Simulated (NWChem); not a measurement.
System: BiH2O2Cl; SMILES [OH][Bi]([OH])[Cl]

The following NWChem deck was run.

```
start job
memory heap 200 mb stack 900 mb global 1100 mb
geometry units angstroms noautosym nocenter noautoz
  Bi     0.241640    -0.280498     0.030398
  Cl     0.067780     2.196984    -0.093003
  O     -1.052023    -0.648176     1.608627
  H     -1.964165    -0.424119     1.377198
  O     -1.144186    -0.564637    -1.492884
  H     -1.498629     0.291314    -1.772559
end
basis spherical
  Bi library def2-svpd
  Cl library def2-svpd
  O library def2-svpd
  H library def2-svpd
end
ecp
  Bi library def2-ecp
end
dft
  xc b3lyp
  iterations 150
end
property
  response 1 0.0773
end
task dft property
```

NWChem printed, in part:

```
             Northwest Computational Chemistry Package (NWChem) 7.3.0
             --------------------------------------------------------

                             Geometry "geometry" -> ""
                             -------------------------

 Output coordinates in angstroms (scale by  1.889725989 to convert to a.u.)

  No.       Tag          Charge          X              Y              Z
 ---- ---------------- ---------- -------------- -------------- --------------
    1 Bi                  83.0000     0.24164000    -0.28049800     0.03039800
    2 Cl                  17.0000     0.06778000     2.19698400    -0.09300300
    3 O                    8.0000    -1.05202300    -0.64817600     1.60862700
    4 H                    1.0000    -1.96416500    -0.42411900     1.37719800
    5 O                    8.0000    -1.14418600    -0.56463700    -1.49288400
    6 H                    1.0000    -1.49862900     0.29131400    -1.77255900

 Effective nuclear repulsion energy (a.u.)     742.9518007877

                                 NWChem DFT Module
                                 -----------------

 Summary of "ao basis" -> "ao basis" (spherical)
 ------------------------------------------------------------------------------
       Tag                 Description            Shells   Functions and Types
 ---------------- ------------------------------  ------  ---------------------
 Bi                        def2-svpd                12       32   5s4p3d
 Cl                        def2-svpd                11       27   5s4p2d
 O                         def2-svpd                 9       23   4s3p2d
 H                         def2-svpd                 4        8   2s2p

            General Information
            -------------------
          SCF calculation type: DFT
          Wavefunction type:  closed shell.
          No. of atoms     :     6
          No. of electrons :    58
           Alpha electrons :    29
            Beta electrons :    29
          Charge           :     0
          Spin multiplicity:     1
          Use of symmetry is: off; symmetry adaption is: off
          Maximum number of iterations: 150
          AO basis - number of functions:   121
                     number of shells:    49
          Convergence on energy requested:  1.00D-06
          Convergence on density requested:  1.00D-05
          Convergence on gradient requested:  5.00D-04

              XC Information
              --------------
                         B3LYP Method XC Potential
                     Hartree-Fock (Exact) Exchange  0.200
                        Slater Exchange Functional  0.800 local
                    Becke 1988 Exchange Functional  0.720 non-local
              Lee-Yang-Parr Correlation Functional  0.810
                  VWN I RPA Correlation Functional  0.190 local

             Grid Information
             ----------------
          Grid used for XC integration:  medium
          Radial quadrature: Mura-Knowles
          Angular quadrature: Lebedev.
          Tag              B.-S. Rad. Rad. Pts. Rad. Cut. Ang. Pts.
          ---              ---------- --------- --------- ---------
          Bi                  1.60      123          11.0       590
          Cl                  1.00       88          12.0       590
          O                   0.60       49          12.0       434
          H                   0.35       45          12.0       434
          Grid pruning is: on
          Number of quadrature shells:   399
          Spatial weights used:  Erf1

      Superposition of Atomic Density Guess
      -------------------------------------

 Sum of atomic energies:        -855.13522214

      Non-variational initial energy
      ------------------------------

 Total energy =    -823.580635
 1-e energy   =   -1726.123589
 2-e energy   =     645.958534
 HOMO         =      -0.359363
 LUMO         =      -0.014881

   convergence    iter        energy       DeltaE   RMS-Dens  Diis-err
 ---------------- ----- ----------------- --------- --------- ---------
 d= 0,ls=0.0,diis     1   -826.2448474002 -1.08D+03  2.52D-02  1.23D+00
 d= 0,ls=0.0,diis     2   -825.7258125993  5.19D-01  1.43D-02  6.02D+00
 d= 0,ls=0.0,diis     3   -826.3894267934 -6.64D-01  3.41D-03  8.28D-02
 d= 0,ls=0.0,diis     4   -826.3948721739 -5.45D-03  1.57D-03  4.30D-02
 d= 0,ls=0.0,diis     5   -826.4004529536 -5.58D-03  4.10D-04  3.40D-03
  Resetting Diis
 d= 0,ls=0.0,diis     6   -826.4007398116 -2.87D-04  1.53D-04  6.87D-04
 d= 0,ls=0.0,diis     7   -826.4008144829 -7.47D-05  5.55D-05  8.13D-06
 d= 0,ls=0.0,diis     8   -826.4008135778  9.05D-07  3.20D-05  1.51D-05
 d= 0,ls=0.0,diis     9   -826.4008157552 -2.18D-06  5.41D-06  7.19D-07
 d= 0,ls=0.0,diis    10   -826.4008158355 -8.03D-08  1.54D-06  4.87D-08

         Total DFT energy =     -826.400815835503
      One electron energy =    -1728.230201095255
           Coulomb energy =      708.670724829380
    Exchange-Corr. energy =      -63.425759757276
 Nuclear repulsion energy =      256.584420187648

 Numeric. integr. density =       58.000003043462

                       DFT Final Molecular Orbital Analysis
                       ------------------------------------

[...]

 DFT Linear Response polarizability / au
 Frequency  =       0.0773000 / au
 Wavelength =     589.4353558 / nm
              X              Y              Z
 -----------------------------------------------
 X      63.8398583      3.2736120      0.0415151
 Y       3.2735939     82.4495496     -2.7807299
 Z       0.0414963     -2.7806779     68.3096488
 -----------------------------------------------
 Eigenvalues =      63.2257355     83.5010856     67.8722356
 Isotropic   =      71.5330189
 Anisotropic =      18.3975643
 -----------------------------------------------

 Magnetic Dipole Response Matrix (nonzero elements):
```

Level: B3LYP/def2-SVPD with def2 effective core potentials on Bi. Structure relaxed at the PBE0/def2-SVP level. def2 effective core potentials on Bi; no spin-orbit coupling.
